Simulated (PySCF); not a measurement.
# 1-naphthalenemethanol (SMILES OCc1cccc2ccccc12)

Molfile (atoms numbered from 1):
```
C11H10O
     RDKit          3D

 22 23  0  0  0  0  0  0  0  0999 V2000
    2.6100   -1.7371   -1.0247 O   0  0  0  0  0  0  0  0  0  0  0  0
    2.4457   -0.9263    0.1117 C   0  0  0  0  0  0  0  0  0  0  0  0
    1.3095    0.0587    0.0112 C   0  0  0  0  0  0  0  0  0  0  0  0
    1.5542    1.4049    0.1875 C   0  0  0  0  0  0  0  0  0  0  0  0
    0.5147    2.3602    0.1330 C   0  0  0  0  0  0  0  0  0  0  0  0
   -0.7766    1.9570   -0.1001 C   0  0  0  0  0  0  0  0  0  0  0  0
   -1.0815    0.5843   -0.2926 C   0  0  0  0  0  0  0  0  0  0  0  0
   -2.4112    0.1486   -0.5260 C   0  0  0  0  0  0  0  0  0  0  0  0
   -2.6960   -1.1842   -0.7059 C   0  0  0  0  0  0  0  0  0  0  0  0
   -1.6563   -2.1394   -0.6669 C   0  0  0  0  0  0  0  0  0  0  0  0
   -0.3546   -1.7505   -0.4467 C   0  0  0  0  0  0  0  0  0  0  0  0
   -0.0283   -0.3826   -0.2452 C   0  0  0  0  0  0  0  0  0  0  0  0
    2.5926   -1.1643   -1.7992 H   0  0  0  0  0  0  0  0  0  0  0  0
    3.3726   -0.3708    0.3535 H   0  0  0  0  0  0  0  0  0  0  0  0
    2.2664   -1.6188    0.9514 H   0  0  0  0  0  0  0  0  0  0  0  0
    2.5780    1.7382    0.3809 H   0  0  0  0  0  0  0  0  0  0  0  0
    0.7452    3.4181    0.2785 H   0  0  0  0  0  0  0  0  0  0  0  0
   -1.5894    2.6868   -0.1411 H   0  0  0  0  0  0  0  0  0  0  0  0
   -3.2085    0.8959   -0.5588 H   0  0  0  0  0  0  0  0  0  0  0  0
   -3.7246   -1.5070   -0.8836 H   0  0  0  0  0  0  0  0  0  0  0  0
   -1.8871   -3.1964   -0.8199 H   0  0  0  0  0  0  0  0  0  0  0  0
    0.4487   -2.4877   -0.4590 H   0  0  0  0  0  0  0  0  0  0  0  0
  1  2  1  0
  2  3  1  0
  3  4  2  0
  4  5  1  0
  5  6  2  0
  6  7  1  0
  7  8  2  0
  8  9  1  0
  9 10  2  0
 10 11  1  0
 11 12  2  0
 12  3  1  0
 12  7  1  0
  1 13  1  0
  2 14  1  0
  2 15  1  0
  4 16  1  0
  5 17  1  0
  6 18  1  0
  8 19  1  0
  9 20  1  0
 10 21  1  0
 11 22  1  0
M  END
```

Method used: quadratic response CAM-B3LYP/def2-SVPD first hyperpolarisability, Taylor convention, gas phase in PySCF 2.14.0. Geometry: PBE0-D3(BJ)/def2-SVP.

(1) Give β for the processes computed.

(2) Which lowest excitations, dipole and polarisabilities go with it?

## Answers

(1) In 10⁻³⁰ esu, Taylor convention; the vector part is βᵢ = ⅓ Σⱼ (βᵢⱼⱼ + βⱼᵢⱼ + βⱼⱼᵢ); β∥ is 3/5 of the vector part along the dipole, the dipole points from − to +:
| process | λ (nm) | β vector norm | β∥ | β HRS | depolarisation ratio |
| --- | --- | --- | --- | --- | --- |
| static β(0;0,0) | ∞ | 0.70 | -0.12 | 0.27 | 6.37 |
| second harmonic β(−2ω;ω,ω) | 1907 | 0.75 | -0.11 | 0.29 | 6.38 |
| Pockels β(−ω;ω,0) | 1907 | 0.71 | -0.12 | – | – |
| second harmonic β(−2ω;ω,ω) | 1064 | 0.92 | -0.09 | 0.36 | 6.36 |
| Pockels β(−ω;ω,0) | 1064 | 0.76 | -0.11 | – | – |

(2) S1 4.57 eV (f = 0.012); S2 4.58 eV (f = 0.091); S3 5.93 eV (f = 0.792); dipole 1.51 D; isotropic α 133.3 au static, 134.0 au at 1907 nm, 135.4 au at 1064 nm, 136.0 au at 953.5 nm, 142.7 au at 532 nm.
